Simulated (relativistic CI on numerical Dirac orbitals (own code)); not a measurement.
## Radial parameters of W28+

Computed by Dirac-Coulomb-Breit CI, KLI orbitals optimised for each configuration, QED by a radiative potential, unscaled Slater integrals (own radial code, finite nucleus).

Slater integrals F^k, G^k are unscaled and averaged over j, outside the closed core [Ar] 3d10; ζ comes from projecting the Hamiltonian with its Breit term on Σ l·s of the shell.

- 4s²4p⁶4d⁹4f: ζ(4d) = 51677, F^2(4d,4f) = 223270, F^4(4d,4f) = 145590, G^1(4d,4f) = 237840, G^3(4d,4f) = 161440, G^5(4d,4f) = 117850, ζ(4f) = 8566.8 cm⁻¹; <r>(4d) = 0.4498, <r^2>(4d) = 0.2314, <r>(4f) = 0.4328, <r^2>(4f) = 0.2142 (bohr units).
- 4s²4p⁵4d¹⁰4f: ζ(4p) = 432970, F^2(4p,4f) = 228730, G^2(4p,4f) = 188450, G^4(4p,4f) = 136480, ζ(4f) = 8540.2 cm⁻¹; <r>(4p) = 0.4409, <r^2>(4p) = 0.2201, <r>(4f) = 0.4329, <r^2>(4f) = 0.2143 (bohr units).
- 4s4p⁶4d¹⁰4f: G^3(4s,4f) = 165050, ζ(4f) = 8656.9 cm⁻¹; <r>(4s) = 0.4244, <r^2>(4s) = 0.2027, <r>(4f) = 0.4326, <r^2>(4f) = 0.2141 (bohr units).

Averages of the first 10 configurations, taken without configuration mixing, which lowers the lowest level and can move excited configurations by several eV; other configurations of the list can lie among them:

| Configuration | Parity | States | Average energy above the lowest level (eV) |
| --- | --- | --- | --- |
| 4s²4p⁶4d¹⁰ | even | 1 | 0.1 |
| 4s²4p⁶4d⁹4f | odd | 140 | 208.4 |
| 4s²4p⁵4d¹⁰4f | even | 84 | 423.1 |
| 4s4p⁶4d¹⁰4f | odd | 28 | 583.8 |
| 4s²4p⁶4d⁹5s | even | 20 | 360.5 |
| 4s²4p⁶4d⁹5p | odd | 60 | 423.9 |
| 4s²4p⁶4d⁹5d | even | 100 | 508.3 |
| 4s²4p⁵4d¹⁰5s | odd | 12 | 576.2 |
| 4p⁶4d¹⁰4f² | even | 91 | 1170.1 |
| 4p⁶4d⁹4f³ | odd | 3640 | 1378.7 |
